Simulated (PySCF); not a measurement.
Molecule: SMILES C[P+](C)(C)[Al-]([Cl])([Cl])[Cl], C$_{3}$H$_{9}$AlCl$_{3}$P.

Mapped SMILES: `[CH3:1][P+:2]([CH3:3])([CH3:4])[Al-:5]([Cl:6])([Cl:7])[Cl:8]` (H(Xn): hydrogen on atom n).

Geometry PBE0-D3(BJ)/def2-SVP throughout; GIAO in PySCF 2.14, gas phase, one conformer, non-relativistic; equivalent atoms averaged; functional PBE0.

Q: How do the shifts δ (against TMS, H3PO4, AlH4-, HCl at the same level) depend on the basis set? (ppm; last column core-seconds on 1 thread of an Arm Neoverse V1, shared host)

A: 
```
    basis set  functions  C1/C3/C4      P2    Al5  Cl6/Cl7/Cl8  H(C1)/H(C3)/H(C4)  core-s
       STO-3G         69       9.9  -102.6  -11.2       -143.3               1.20     8.7
        6-31G        110       6.1  -132.6   57.1        -42.5               1.13      17
       6-31G*        150       6.5   -58.4   34.9        -35.1               1.10      25
6-311+G(2d,p)        310       8.8   -67.3   43.6         13.7               1.35      70
```

Q: Which nucleus moves most, in ppm?

A: Cl6/Cl7/Cl8 (chlorine bonded to Al): from -143.3 ppm with STO-3G to 13.7 ppm with 6-311+G(2d,p). The smallest spread is 0.25 ppm, at H(C1)/H(C3)/H(C4). Proton shifts span only some 12 ppm, so a few tenths of a ppm matter as much there as several ppm in carbon.

Q: Taking the largest basis, 6-311+G(2d,p) (310 functions), as the yardstick, rank the others by their worst heavy-atom deviation.

A: 6-31G* 48.8 ppm (150 functions), 6-31G 65.3 ppm (110 functions), STO-3G 156.9 ppm (69 functions).

A small basis that lands close on one nucleus may do so by chance; judge by the trend and by all nuclei.
